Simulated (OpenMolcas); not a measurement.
## Fe2+ in SrF2: curves along the breathing mode

Fe2+ with its 8 nearest fluoride ions, on the Sr site of SrF2 (a = 5.796 Å, distance in the model lattice 2.510 Å). The rest of the host is ab initio model potentials to 7.6 Å and point charges beyond; the distance is set by hand and nothing relaxes. Ligand basis ANO-RCC-VDZP.

| Quantity | Value |
| --- | --- |
| Program | OpenMolcas 26.06 |
| Method | SS-CASPT2, IPEA 0.25 Eh, imaginary shift 0.1 Eh (closed shells correlated: 3s 3p and the ligand valence shells) |
| Basis | ANO-RCC-VDZP [5s4p2d1f] |
| Scalar Hamiltonian | DKH2, point nucleus |
| Active space | 6 electrons in 5 orbitals (3d) |
| State averaging | 2S+1 = 5 even, 5 roots; 2S+1 = 3 even, 45 roots; 2S+1 = 1 even, 50 roots |
| Spin-orbit coupling | RASSI with atomic mean-field integrals over the reference wave functions |

Spin-free energies (labels of O, the rotations of Oh) in cm-1 above the lowest fitted minimum, as all ligands move together:

```json
{"R (Å)": "2.174", "5E": "880", "5T2": "6520", "3T1": "19070", "3E": "21480", "3T1(2)": "21630", "3T2": "22760", "3A2": "23140"}
{"R (Å)": "2.225", "5E": "0", "5T2": "4910", "3T1": "18680", "3E": "20590", "3T1(2)": "20640", "3T2": "21810", "3A2": "22150"}
{"R (Å)": "2.277", "5E": "1250", "5T2": "5530", "3T1": "20320", "3E": "21830", "3T1(2)": "21940", "3T2": "22970", "3A2": "23310"}
{"R (Å)": "2.379", "5E": "9100", "5T2": "12360", "3T1": "28660", "3E": "29630", "3T1(2)": "29820", "3T2": "30640", "3A2": "30990"}
{"R (Å)": "2.43", "5E": "15310", "5T2": "18160", "3T1": "35040", "3E": "35800", "3T1(2)": "36090", "3T2": "36770", "3A2": "37130"}
{"R (Å)": "2.482", "5E": "22990", "5T2": "25500", "3T1": "42850", "3E": "43460", "3T1(2)": "43850", "3T2": "44370", "3A2": "44740"}
```

Cubic fits give the following; the wavenumber is harmonic, with the mass of all moving ligands, small differences in it between states hang on the degree of the fit, a number in brackets counts states of one label, and the table is a selection of at most 14 states with clean curves.

```csv
State,R0 (Å),Breathing mode (cm-1),Minimum (cm-1)
5E,2.220,420,0
5T2,2.237,424,4870
3T1,2.209,413,18590
3E,2.220,420,20590
3T1(2),2.221,425,20680
3T2,2.222,419,21810
3A2,2.223,421,22160
3T1(3),2.240,419,24930
3T2(2),2.238,424,25710
3A1,2.220,421,24680
3T1(4),2.231,433,27240
3E(2),2.225,419,26870
3T1(5),2.251,427,29440
3T2(3),2.238,424,30560
```

The minimum of 5T2 is shifted by +0.0164 Å against 5E (from the unrounded fits). With M = 152.0 u for the moving shell, the Huang-Rhys factor in this mode is S = M ω ΔR² / 2ħ = 0.01483 × 152.0 × 420 × 0.0164² = 0.25. Only the first shell moves, against a rigid host.

Roots that are degenerate in the reference are averaged as groups; the widest CASPT2 spread within a group is 730 cm-1 (the 3-fold group of multiplicity 3 near 54100 cm-1 above the lowest state of its run, R = 2.43). Shifts and gaps below about the spread of the groups concerned are not significant. Over all roots computed the reference weight is 0.68 to 0.69 in R = 2.174, 0.68 to 0.69 in R = 2.225, 0.68 to 0.69 in R = 2.277, 0.68 to 0.69 in R = 2.379, 0.68 to 0.69 in R = 2.43, 0.68 to 0.69 in R = 2.482; a low but even weight reflects the number of correlated electrons. An orbital doublet at a regular site is open to a Jahn-Teller distortion, which this geometry leaves out. A single d shell leaves out the double-shell effect, which counts most for late 3d ions, where the CASPT2 field can be off either way by tens of per cent. Ligand-to-metal charge-transfer states are missing. These CASPT2 states fit no ligand-field parameters well, so their order and spin gaps are uncertain. For late 3d ions with one d shell CASPT2 can put B and the spin-flip bands somewhat low as well as high. With one d shell and no ligand orbital active, 10Dq can be off by tens of per cent for divalent 3d ions, low with halides held by bare charges and at times high in hosts, and the orbital part of g and χT goes as 1/10Dq. Free-ion shares, where given, are those of the reference states; single-state CASPT2 does not remix them. No measured value stands beside these numbers.
